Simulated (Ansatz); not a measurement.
```yaml
crystal:
  periodic: [false, false, false]
  atoms:
    - {symbol: N, position_ang: [-1.611166, 0.628372, -0.320923]}
    - {symbol: Sn, position_ang: [0.305516, 0.073636, -0.346109]}
    - {symbol: N, position_ang: [0.736959, -0.876933, 1.354591]}
    - {symbol: Cl, position_ang: [0.532528, -1.173999, -2.290541]}
    - {symbol: Cl, position_ang: [1.858342, 1.794989, -0.469085]}
    - {symbol: H, position_ang: [-1.945863, 0.926276, -1.228593]}
    - {symbol: H, position_ang: [1.732268, -0.944421, 1.496586]}
    - {symbol: H, position_ang: [1.732268, -0.994421, 1.496586]}
    - {symbol: H, position_ang: [0.289778, -1.781939, 1.434343]}
basis:
  gaussian: {orbitals: STO-3G}
hamiltonian: {xc: {name: PBE}, dispersion: d3bj}
scf: {lower_state_search: light}
output: {forces: true}
```

```sh
$ ansatz run in.yaml --threads 4 --pin off --events-out ev --progress --plain --max-ram 10444MiB
```

Output, abridged:

```
Functional definition: PBE
  name "PBE"
  cite "Perdew, Burke & Ernzerhof, Phys. Rev. Lett. 77, 3865 (1996) doi:10.1103/PhysRevLett.77.3865"
  parent pbe
  parameter kappa = 0.804
  parameter beta = 0.06672455060314922
  exchange = pbe_x(kappa = kappa, mu = beta*pi^2/3)
  correlation = pbe_c(beta = beta)
744 factors; integrals over basis functions are off by at most 3.0e-5 eV
mean field evaluation 1: about -189800.5497 eV, gradient 4.4e1 eV
mean field evaluation 2: about -189657.8429 eV, gradient 1.4e2 eV
mean field evaluation 4: about -189785.3332 eV, gradient 5.9e1 eV
mean field evaluation 8: about -189809.2511 eV, gradient 2.3e1 eV
mean field evaluation 16: about -189812.4757 eV, gradient 1.9e-3 eV
mean field -189812.47572056 eV, -6975.4798232137 hartree, gradient 8.0e-6 eV, S^2 0.000000; 2 other end points of the search recorded, 0 dependent functions left out
the calculation of the forces begins
reference -189812.47574467 eV, -6975.4798240994 hartree; 51, 51 occupied and 8, 8 virtual orbitals, 744 factors
Total energy: -189812.72551936 eV, -6975.4890031500 hartree
Atom 0 at    -1.611166     0.628372    -0.320923 Å, force     1.609273    -0.637790     4.601770 eV/Å
Atom 1 at     0.305516     0.073636    -0.346109 Å, force    -2.803205     1.026350    -0.782543 eV/Å
Atom 2 at     0.736959    -0.876933     1.354591 Å, force   -29.465455     6.206083    -5.939147 eV/Å
Atom 3 at     0.532528    -1.173999    -2.290541 Å, force     0.571000    -0.589553    -0.535461 eV/Å
Atom 4 at     1.858342     1.794989    -0.469085 Å, force     0.763674     0.104577     0.281910 eV/Å
Atom 5 at    -1.945863     0.926276    -1.228593 Å, force    -0.505616     0.327249    -3.548831 eV/Å
Atom 6 at     1.732268    -0.944421     1.496586 Å, force    10.826848  5748.419775     7.141310 eV/Å
Atom 7 at     1.732268    -0.994421     1.496586 Å, force    18.963253 -5752.281993    -2.076370 eV/Å
Atom 8 at     0.289778    -1.781939     1.434343 Å, force     0.040228    -2.574698     0.857362 eV/Å
Dipole moment:     0.206503    -0.686969     0.735907 e Å
```

(1) Something in this input is off. What?

## Answers

(1) One atom was put on top of another. Self-consistency was reached. The result belongs to that input, not to the molecule as meant.
